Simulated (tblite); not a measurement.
C2H5O4Si (doublet state).
Bonds: C1–O2, O2–C3, C3–O4 (double), C3–Si5, Si5–O6, Si5–O7. Hydrogens: H8, H9 on C1; H10 on Si5; H11 on O6; H12 on O7.
Bond orders are those of one Lewis drawing.

Computed with GFN2-xTB (tblite), gas phase: L-BFGS steps from a force-field or distance-geometry start until the largest atomic force falls under 0.01 eV/Å.

The end geometry, which sets the zero of energy:
```
atom  x, y, z in Å
C1      2.3776   -1.1473   -0.1405
O2      1.1580   -0.8199    0.2647
C3      0.3443   -0.0649   -0.5218
O4      0.6922    0.3000   -1.6311
Si5    -1.3588    0.2811    0.2502
O6     -1.8839    1.7566   -0.1829
O7     -1.1213    0.2702    1.8459
H8      2.7347   -0.8138   -1.0987
H9      2.9563   -1.7317    0.5455
H10    -2.3225   -0.7350   -0.1683
H11    -1.8113    2.0553   -1.0851
H12    -1.7641    0.6485    2.4402
```

Problem. These geometries come from the run, each turned onto the end geometry. Order them by energy, lowest first.
A.
```
atom  x, y, z in Å
C1      2.3904   -1.2537   -0.3435
O2      1.1479   -1.0722    0.1138
C3      0.4172   -0.0064   -0.3196
O4      0.8501    0.7246   -1.1926
Si5    -1.3546    0.1847    0.3774
O6     -2.0397    1.4482   -0.3833
O7     -1.3766    0.5492    1.9602
H8      2.8376   -0.5447   -1.0203
H9      2.9275   -2.1026    0.0324
H10    -2.1435   -1.0069    0.1225
H11    -1.5940    1.9257   -1.0774
H12    -2.0611    1.1531    2.2485
```
B.
```
atom  x, y, z in Å
C1      2.3577   -1.2282   -0.3079
O2      1.1198   -1.0168    0.1365
C3      0.3996    0.0367   -0.3306
O4      0.8531    0.7904   -1.1742
Si5    -1.3668    0.1913    0.3572
O6     -2.0078    1.4780   -0.3997
O7     -1.3082    0.5053    1.9450
H8      2.7726   -0.5529   -1.0392
H9      2.8376   -2.1089    0.0741
H10    -2.1219   -1.0237    0.0988
H11    -1.5705    1.8414   -1.1674
H12    -1.9639    1.0865    2.3254
```
C.
```
atom  x, y, z in Å
C1      2.4356   -1.2810   -0.3659
O2      1.1552   -1.1069    0.1495
C3      0.4612   -0.0543   -0.3432
O4      0.8128    0.7582   -1.2112
Si5    -1.3223    0.2116    0.3647
O6     -2.1233    1.4769   -0.3896
O7     -1.3908    0.5430    1.9843
H8      2.8302   -0.5202   -1.0192
H9      2.9569   -2.1281    0.0448
H10    -2.1480   -1.0005    0.1392
H11    -1.5804    1.9252   -1.0619
H12    -2.0859    1.1752    2.2265
```
D.
```
atom  x, y, z in Å
C1      2.3545   -1.1983   -0.1453
O2      1.1213   -0.8700    0.2146
C3      0.3784    0.0036   -0.5236
O4      0.7988    0.4834   -1.5636
Si5    -1.3434    0.2703    0.2434
O6     -1.9807    1.7035   -0.1898
O7     -1.0948    0.3074    1.8400
H8      2.7858   -0.7800   -1.0390
H9      2.8650   -1.8843    0.5068
H10    -2.2385   -0.8214   -0.1403
H11    -1.9472    2.0036   -1.0955
H12    -1.6982    0.7812    2.4105
```
E.
```
atom  x, y, z in Å
C1      2.3445   -1.2544   -0.2829
O2      1.1072   -0.9989    0.1328
C3      0.4137    0.0647   -0.3591
O4      0.8903    0.7938   -1.2112
Si5    -1.3518    0.2503    0.3281
O6     -2.0362    1.5430   -0.3755
O7     -1.2033    0.5157    1.9152
H8      2.8093   -0.6344   -1.0322
H9      2.8273   -2.0960    0.1747
H10    -2.1433   -0.9441    0.0587
H11    -1.7542    1.8244   -1.2427
H12    -1.9025    0.9350    2.4121
```

Solution. D (0.008 eV), E (0.019 eV), B (0.038 eV), A (0.080 eV), C (0.376 eV).

In the order of the answer:

| step | E above end (eV) | largest force (eV/Å) | rms force component (eV/Å) | rms distance from end (Å) | rms bond change (Å) | bond most changed (Å) |
| --- | --- | --- | --- | --- | --- | --- |
| 74 | 0.008 | 0.22 | 0.063 | 0.122 | 0.002 | C1–H9 +0.004 |
| 34 | 0.019 | 0.11 | 0.028 | 0.344 | 0.002 | C1–O2 +0.004 |
| 14 | 0.038 | 0.15 | 0.055 | 0.396 | 0.004 | Si5–H10 -0.008 |
| 6 | 0.080 | 0.21 | 0.079 | 0.414 | 0.007 | C3–Si5 +0.012 |
| 0 | 0.376 | 2.51 | 0.775 | 0.426 | 0.032 | C1–O2 +0.065 |

What follows is the cost of the whole relaxation. Hardware: one thread of an Arm Neoverse V1, no GPU, shared host. Cost: 0.6 s.
